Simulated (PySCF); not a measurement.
Precursor series Hf F-NH2. Isolated molecules, 0 K electronic values unless said otherwise. One relaxed conformer stands for each flexible species; it need not be the lowest.

The numbers are results of PBE-D3(BJ)/def2-TZVP // r2SCAN-D4/def2-SVP in PySCF, not measurements. All candidates: neutral, multiplicity 1. 

The LUMO is -1.51 eV, the HOMO–LUMO gap is 5.17 eV and the HOMO is -6.67 eV.

Problem. Say which member has these values.
A. [Hf(F)3(NH2)]
B. [Hf(F)4]
C. [Hf(NH2)4]
D. [Hf(F)2(NH2)2]

Solution. A, [Hf(F)3(NH2)]. The others give [Hf(F)2(NH2)2]: -0.98 eV, 5.09 eV, -6.07 eV; [Hf(F)4]: -1.65 eV, 8.45 eV, -10.10 eV; [Hf(NH2)4]: -0.55 eV, 4.73 eV, -5.28 eV
